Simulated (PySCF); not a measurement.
A structure optimised at PBE0-D3(BJ)/def2-SVP, used in a PySCF frequency run:

```xyz
15

C      0.7205    -0.8372    -1.2561
C      0.0060    -0.3509     0.0000
C      0.7205    -0.8372     1.2561
C     -1.4497    -0.8122     0.0000
S     -0.0761     1.4958     0.0000
H      0.7331    -1.9401    -1.2848
H      0.2180    -0.4709    -2.1629
H      1.7648    -0.4893    -1.2810
H      0.2180    -0.4709     2.1629
H      0.7331    -1.9401     1.2848
H      1.7648    -0.4893     1.2810
H     -1.9827    -0.4501     0.8922
H     -1.9827    -0.4501    -0.8922
H     -1.4910    -1.9130     0.0000
H      1.2586     1.7059     0.0000
```
Charge 0, spin multiplicity 1.

Task: Write its SMILES, formula and point group.

Result: CC(C)(C)S, C4H10S, Cs

Task: What are its rotational constants (standard atomic weights)?

Result: 4.4877, 2.9969, 2.9712 GHz
